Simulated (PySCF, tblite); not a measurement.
Isomers of C6H12OS. Calculated harmonic vibrations of the isolated species, GFN2-xTB (tblite), most abundant isotopes, no scaling. The method is semi-empirical: single wavenumbers can be off by several per cent or more. One conformer each.

Electronic energies: PBE0/pcSseg-1 single points on the GFN2-xTB geometries (PySCF, gas phase).

```csv
SMILES,"electronic energy, lowest = 0 (kcal/mol)"
C=CCC[S@@](=O)CC,19.3
O=S1CCCCCC1,0.0
CCC[C@@H]1CC[S@]1=O,7.6
```

**Question.** How do GFN2-xTB zero-point energies change the relative energies?

**Answer.** 
| SMILES | ZPE (kcal/mol) | of it from modes above 1550 cm⁻¹ | electronic (kcal/mol) | with ZPE, lowest = 0 (kcal/mol) | lowest mode (cm⁻¹) | rings |
| --- | --- | --- | --- | --- | --- | --- |
| O=S1CCCCCC1 | 108.2 | 51.2 | 0.0 | 0.0 | 122 | 1 |
| CCC[C@@H]1CC[S@]1=O | 106.9 | 51.6 | 7.6 | 6.3 | 65 | 1 |
| C=CCC[S@@](=O)CC | 104.5 | 54.4 | 19.3 | 15.6 | 29 | 0 |

The zero-point energies span 3.7 kcal/mol, from `C=CCC[S@@](=O)CC` to `O=S1CCCCCC1`. The order is unchanged.

**Question.** And how do the electronic energies of GFN2-xTB itself compare?

**Answer.** `O=S1CCCCCC1` 0.0; `CCC[C@@H]1CC[S@]1=O` 5.9; `C=CCC[S@@](=O)CC` 28.2 kcal/mol, lowest = 0. Against the energies above, taken from the same isomer `O=S1CCCCCC1`, the largest difference is 8.9 kcal/mol.

**Question.** What do entropy and thermal enthalpy add at 298.15 K and 1 bar (rigid rotor, harmonic oscillator, one conformer each)?

**Answer.** 
```json
{"SMILES": "O=S1CCCCCC1", "point group": "C1", "symmetry number": "1", "S (cal/(mol K))": "88.4", "H − H(0) (kcal/mol)": "5.82", "ZPE + H − H(0) − TS (kcal/mol)": "87.6"}
{"SMILES": "CCC[C@@H]1CC[S@]1=O", "point group": "C1", "symmetry number": "1", "S (cal/(mol K))": "96.2", "H − H(0) (kcal/mol)": "6.54", "ZPE + H − H(0) − TS (kcal/mol)": "84.7"}
{"SMILES": "C=CCC[S@@](=O)CC", "point group": "C1", "symmetry number": "1", "S (cal/(mol K))": "104.0", "H − H(0) (kcal/mol)": "7.32", "ZPE + H − H(0) − TS (kcal/mol)": "80.8"}
```
